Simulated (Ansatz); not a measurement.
`[CH3][SbH2]` + `NBOCN` → `NC[O][SbH2]` + `CBN`  (redistribution)

Gas-phase electronic energies from Ansatz, PBE0-D4/def2-TZVP geometries. CBS: MP2 limit from def2 TZ/QZ plus the TZ coupled-cluster correction, frozen cores. Functionals use def2-TZVPP. B3LYP here is the variant with VWN-RPA as its local correlation; programs differ in this. Elements past krypton have def2 core potentials. For Sb outer-core shells are correlated without core-valence functions, which leaves a few kJ/mol of doubt a bond. One conformer a species, not always the lowest.

| level | ΔE (kJ/mol) |
| --- | --- |
| B3LYP | 78.9 |
| HF/def2-TZVPP | 95.1 |
| MP2/def2-QZVPP | 79.1 |
| MP2/CBS(def2) | 77.5 |

(1) What does CCSD(T)/CBS give? (Estimate.)

Largest T1 diagnostic among the species: 0.014.

Answers

(1) Computed: +77.6 kJ/mol. The listed levels differ from it by 1.3, 17.5, 1.5, -0.1 kJ/mol.

From PBE to PBE0 (25 % exact exchange), in def2-TZVPP and without D4, ΔE moves by +7.9 kJ/mol. The D4 term adds −4.2 kJ/mol with B3LYP and −2.0 kJ/mol with PBE0; it sums over pairs of atoms, weighted by their polarisabilities, and B3LYP, whose exchange is more repulsive, gets the larger term.
